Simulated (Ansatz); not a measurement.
CH₅AlBrN (`[CH3][Al]([NH2])[Br]`), 9 atoms. The species carries charge 0 and has multiplicity 1. Correlated methods include outer-core shells of Br, which these sets cover unevenly. Scalar relativity is left out up to krypton. All runs use 4 threads of a server CPU on a shared host. Correlated methods freeze the cores.

(1) How many basis functions does each run have, and how long does it take in Ansatz? RHF-MP2/def2-QZVPP energy; direct RPA on PBE orbitals/def2-TZVPP energy; RKS ωB97X-V/def2-TZVPP energy; RKS B97M-V/def2-TZVPP energy; RKS ωB97M-V/def2-SVP energy; RKS PBE0-D4/def2-TZVP frequencies; RKS revPBE-D4/def2-TZVPP energy; RHF-CCSD(T)/def2-TZVPP energy; RKS ωB97M-V/def2-TZVPP energy and forces; RKS PBE0-D4/def2-SVP energy; RKS ωB97M-V/def2-QZVPP energy; RKS PBE0-D4/def2-TZVP relaxation (7 steps). (Best estimate.)

Answers

(1) Computed: Other jobs shared the machine, so times are rough.

```csv
level,job,functions,wall time,peak host memory (GiB)
RKS PBE0-D4/def2-SVP,energy,103,0.65 s,0.22
RKS revPBE-D4/def2-TZVPP,energy,222,1 s,0.29
RKS ωB97M-V/def2-SVP,energy,103,2 s,0.34
direct RPA on PBE orbitals/def2-TZVPP,energy,222,2.5 s,0.52
RKS ωB97X-V/def2-TZVPP,energy,222,3.3 s,0.7
RKS B97M-V/def2-TZVPP,energy,222,4.2 s,0.36
RKS ωB97M-V/def2-TZVPP,energy and forces,222,4.7 s,0.8
RKS ωB97M-V/def2-QZVPP,energy,423,8.5 s,1.8
RHF-MP2/def2-QZVPP,energy,423,10 s,2.1
RKS PBE0-D4/def2-TZVP,relaxation (7 steps),177,13 s,0.5
RHF-CCSD(T)/def2-TZVPP,energy,222,25 s,3.8
RKS PBE0-D4/def2-TZVP,frequencies,177,62 s,0.5
```
